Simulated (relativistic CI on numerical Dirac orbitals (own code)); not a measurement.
W LXVI: what numerical and physical settings do to a radial Dirac CI calculation

Reference input:

```
atom W  Z=74  charge=65  electrons=9
nucleus A=184  rms_radius_fm=5.3658
hamiltonian dirac-coulomb  breit=on  qed=on  c_scale=1
orbitals kli  potential=per-configuration
slater_scale 1
correlation none
mixing on
grid step=0.0125 r_max=2.1
scf mixing=0.4 start=green max_iterations=150 tolerance=2e-08 node_fill=0.05
configurations
  [He] 2s2 2p5
  [He] 2s 2p6
end
```

Computed lowest total energy -10476.02317 Ha, first excitation 11209885.6 cm⁻¹, 16 SCF steps. Runs with settings changed; * marks those that are bad on purpose (the QED terms keep the true α when c is scaled):

```tsv
Changed	Outcome	Lowest level	ΔE (Ha)	First excitation (cm⁻¹)	SCF steps	Message
grid step 0.03, SCF tolerance 1e-06	converged	2s2.2p5 2P°_3/2	0.000242	11209886.3	14	
QED terms off, Slater scale 1.2	converged	2s2.2p5 2P°_3/2	-11.1	11197759.5	16	
Breit term off, speed of light × 1.25, SCF tolerance 1e-06	converged	2s2.2p5 2P°_3/2	284	6733892.3	14	
SCF tolerance 1e-05, end of the grid at 1.05 bohr	converged	2s2.2p5 2P°_3/2	4.87e-06	11209885.2	12	
charge 66 *	refused				0	configuration [He] 2s2 2p5 has 9 electrons, the ion has 8
grid step 0.15 *	converged	2s2.2p5 2P°_3/2	-0.0241	11212531.9	16
```
